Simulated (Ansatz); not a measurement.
Reaction (redistribution): `FB(S)S` + `[SiH3][SiH2][SiH2][SiH2][GeH3]` → `FB(S)[SiH2][SiH3]` + `S[SiH2][SiH2][GeH3]`

Calculated with Ansatz (gas phase, PBE0-D4/def2-TZVP geometries, no zero-point term in ΔE). CCSD(T)/CBS adds triple-zeta CCSD(T) − MP2 to the extrapolated MP2 energy (def2 sets, frozen cores). DFT in def2-TZVPP. B3LYP here is the variant with VWN-RPA as its local correlation; programs differ in this. For Ge outer-core shells are correlated without core-valence functions, which leaves a few kJ/mol of doubt a bond. Scalar relativity is left out up to krypton. One conformer a species, not always the lowest.

(1) Is it downhill or uphill in electronic energy at CCSD(T)/CBS, and by how much? (An estimate is asked.)

(2) What do these levels give: B3LYP-D4, ωB97M-V, PBE, PBE0, HF/def2-TZVPP, MP2/def2-TZVPP, SCS-MP2/def2-TZVPP, CCSD/def2-TZVPP, CCSD(T)/def2-TZVPP, HF/def2-QZVPP, MP2/def2-QZVPP, HF/CBS(def2)? (Best estimate.)

Largest T1 diagnostic among the species: 0.015.

## Answers

(1) Ansatz gave: Uphill: ΔE = +8.4 kcal/mol.

(2) The calculation gave: B3LYP-D4 8.7, ωB97M-V 8.5, PBE 8.5, PBE0 8.8, HF/def2-TZVPP 6.2, MP2/def2-TZVPP 9.3, SCS-MP2/def2-TZVPP 8.4, CCSD/def2-TZVPP 8.7, CCSD(T)/def2-TZVPP 9.1, HF/def2-QZVPP 5.9, MP2/def2-QZVPP 8.8, HF/CBS(def2) 5.9 kcal/mol.

The D4 term adds +1.8 kcal/mol with B3LYP and +1.1 kcal/mol with PBE0; it sums over pairs of atoms, weighted by their polarisabilities, and B3LYP, whose exchange is more repulsive, gets the larger term. In def2-TZVPP, CCSD(T) changes the Hartree–Fock value by +2.9 kcal/mol (the triples alone add +0.4 kcal/mol) and MP2 by +3.1 kcal/mol.
